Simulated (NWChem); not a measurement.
System: AgCl; SMILES [Cl][Ag]

NWChem input:

```
start job
memory heap 200 mb stack 900 mb global 1100 mb
geometry units angstroms
  Ag     0.000000     0.000000    -0.632186
  Cl     0.000000     0.000000     1.668512
end
basis spherical
  * library def2-tzvp
end
ecp
  Ag library def2-ecp
end
dft
  xc pbe0
  iterations 150
end
driver
  maxiter 120
end
task dft optimize
dft
  grid fine
  convergence energy 1d-8 density 1d-7
end
task dft freq numerical
```

Output (shortened):

```
             Northwest Computational Chemistry Package (NWChem) 7.3.0
             --------------------------------------------------------

 ORDER OF PRIMARY AXIS IS BEING SET TO 4
 C4V symmetry detected

                             Geometry "geometry" -> ""
                             -------------------------

 Output coordinates in angstroms (scale by  1.889725989 to convert to a.u.)

  No.       Tag          Charge          X              Y              Z
 ---- ---------------- ---------- -------------- -------------- --------------
    1 Ag                  47.0000     0.00000000     0.00000000    -0.61112291
    2 Cl                  17.0000     0.00000000     0.00000000     1.68957509

 Effective nuclear repulsion energy (a.u.)     183.7758028002

      Symmetry information
      --------------------

 Group name             C4v
 Group number             18
 Group order               8
 No. of unique centers     2

                                Z-matrix (autoz)
                                --------

 Units are Angstrom for bonds and degrees for angles

      Type          Name      I     J     K     L     M      Value
      ----------- --------  ----- ----- ----- ----- ----- ----------
    1 Stretch                  1     2                       2.30070

                           NWChem Geometry Optimization
                           ----------------------------

 maximum gradient threshold         (gmax) =   0.000450
 rms gradient threshold             (grms) =   0.000300
 maximum cartesian step threshold   (xmax) =   0.001800
 rms cartesian step threshold       (xrms) =   0.001200
 fixed trust radius                (trust) =   0.300000
 source of zmatrix                         =   autoz

          -------------------
          Energy Minimization
          -------------------

 Using diagonal initial Hessian
 Scaling for Hessian diagonals: bonds = 1.00  angles = 0.25  torsions = 0.10

          --------
          Step   0

                                 NWChem DFT Module
                                 -----------------

 Summary of "ao basis" -> "ao basis" (spherical)
 ------------------------------------------------------------------------------
       Tag                 Description            Shells   Functions and Types
 ---------------- ------------------------------  ------  ---------------------
 Ag                        def2-tzvp                14       40   6s4p3d1f
 Cl                        def2-tzvp                13       37   5s5p2d1f

      Symmetry analysis of basis
      --------------------------

        a1         27
        a2          0
        b1          7
        b2          7
        e          36

            General Information
            -------------------
          SCF calculation type: DFT
          Wavefunction type:  closed shell.
          No. of atoms     :     2
          No. of electrons :    36
           Alpha electrons :    18
            Beta electrons :    18
          Charge           :     0
          Spin multiplicity:     1
          Use of symmetry is: on ; symmetry adaption is: on
          Maximum number of iterations: 150
          AO basis - number of functions:    77
                     number of shells:    27
          Convergence on energy requested:  1.00D-06
          Convergence on density requested:  1.00D-05
          Convergence on gradient requested:  5.00D-04

              XC Information
              --------------
                         PBE0 Method XC Functional
                     Hartree-Fock (Exact) Exchange  0.250
          PerdewBurkeErnzerhof Exchange Functional  0.750
            Perdew 1991 LDA Correlation Functional  1.000 local
           PerdewBurkeErnz. Correlation Functional  1.000 non-local

             Grid Information
             ----------------
          Grid used for XC integration:  medium
          Radial quadrature: Mura-Knowles
          Angular quadrature: Lebedev.
          Tag              B.-S. Rad. Rad. Pts. Rad. Cut. Ang. Pts.
          ---              ---------- --------- --------- ---------
          Ag                  1.60      123           8.0       590
          Cl                  1.00       88          10.0       590
          Grid pruning is: on
          Number of quadrature shells:   211
          Spatial weights used:  Erf1

      Superposition of Atomic Density Guess
      -------------------------------------

 Sum of atomic energies:        -627.21072599

      Non-variational initial energy
      ------------------------------

 Total energy =    -605.275430
 1-e energy   =   -1041.910854
 2-e energy   =     362.343078
 HOMO         =      -0.436755
 LUMO         =      -0.180567

      Symmetry analysis of molecular orbitals - initial
      -------------------------------------------------

 !! scf_movecs_sym_adapt:   14 vectors were symmetry contaminated

  Symmetry fudging

 !! scf_movecs_sym_adapt:   14 vectors were symmetry contaminated

  Numbering of irreducible representations:

     1 a1          2 a2          3 b1          4 b2          5 e

  Orbital symmetries:

[...]

      ----------------------
      Optimization converged
      ----------------------

  Step       Energy      Delta E   Gmax     Grms     Xrms     Xmax
  ---- ---------------- -------- -------- -------- -------- --------
@    2    -607.07671141 -1.5D-07  0.00001  0.00001  0.00051  0.00089
                                     ok       ok       ok       ok

                                Z-matrix (autoz)
                                --------

 Units are Angstrom for bonds and degrees for angles

      Type          Name      I     J     K     L     M      Value     Gradient
      ----------- --------  ----- ----- ----- ----- ----- ---------- ----------
    1 Stretch                  1     2                       2.28597    0.00001

                         Geometry "geometry" -> "geometry"
                         ---------------------------------

 Output coordinates in angstroms (scale by  1.889725989 to convert to a.u.)

  No.       Tag          Charge          X              Y              Z
 ---- ---------------- ---------- -------------- -------------- --------------
    1 Ag                  47.0000     0.00000000     0.00000000    -0.60375752
    2 Cl                  17.0000     0.00000000     0.00000000     1.68220971

 Effective nuclear repulsion energy (a.u.)     184.9600540929

      Symmetry information
      --------------------

 Group name             C4v
 Group number             18
 Group order               8
 No. of unique centers     2

                Final and change from initial internal coordinates
                --------------------------------------------------

                                Z-matrix (autoz)
                                --------

 Units are Angstrom for bonds and degrees for angles

      Type          Name      I     J     K     L     M      Value       Change
      ----------- --------  ----- ----- ----- ----- ----- ---------- ----------
    1 Stretch                  1     2                       2.28597   -0.01473

 ==============================================================================
                                internuclear distances
 ------------------------------------------------------------------------------
       center one      |      center two      | atomic units |  angstroms
 ------------------------------------------------------------------------------
    2 Cl               |   1 Ag               |     4.31985  |     2.28597
 ------------------------------------------------------------------------------
                         number of included internuclear distances:          1
 ==============================================================================

[second-derivative integrals and response iterations left out]

  Vibrational analysis via the FX method

  See chapter 2 in "Molecular Vibrations" by Wilson, Decius and Cross

  Vib: Default input used

[...]

 Rotational Constants
 --------------------
 A=   0.000000 cm-1  (  0.000000 K)
 B=   0.122429 cm-1  (  0.176144 K)
 C=   0.122429 cm-1  (  0.176144 K)

 Temperature                      =   298.15K
 frequency scaling parameter      =   1.0000

 Linear Molecule

 Zero-Point correction to Energy  =    0.480 kcal/mol  (  0.000764 au)
 Thermal correction to Energy     =    2.197 kcal/mol  (  0.003501 au)
 Thermal correction to Enthalpy   =    2.789 kcal/mol  (  0.004445 au)

 Total Entropy                    =   58.727 cal/mol-K
   - Translational                =   40.742 cal/mol-K (mol. weight = 141.8739)
   - Rotational                   =   16.753 cal/mol-K (symmetry #  =        1)
   - Vibrational                  =    1.232 cal/mol-K

 Cv (constant volume heat capacity) =    6.569 cal/mol-K
   - Translational                  =    2.979 cal/mol-K
   - Rotational                     =    1.986 cal/mol-K
   - Vibrational                    =    1.604 cal/mol-K

[normal modes left out]

 ----------------------------------------------------------------------------
 Normal Eigenvalue ||           Projected Infra Red Intensities
  Mode   [cm**-1]  || [atomic units] [(debye/angs)**2] [(KM/mol)] [arbitrary]
 ------ ---------- || -------------- ----------------- ---------- -----------
    1       -0.000 ||    0.000000           0.000         0.000       0.000
    2        0.000 ||    0.002494           0.058         2.431       3.758
    3        0.000 ||    0.002494           0.058         2.431       3.758
    4        0.000 ||    0.007625           0.176         7.433      11.488
    5        0.000 ||    0.007625           0.176         7.433      11.488
    6      335.667 ||    0.019586           0.452        19.093      29.508
 ----------------------------------------------------------------------------
```

Level: PBE0/def2-TZVP with def2 effective core potentials on Ag. def2 effective core potentials on Ag; no spin-orbit coupling.
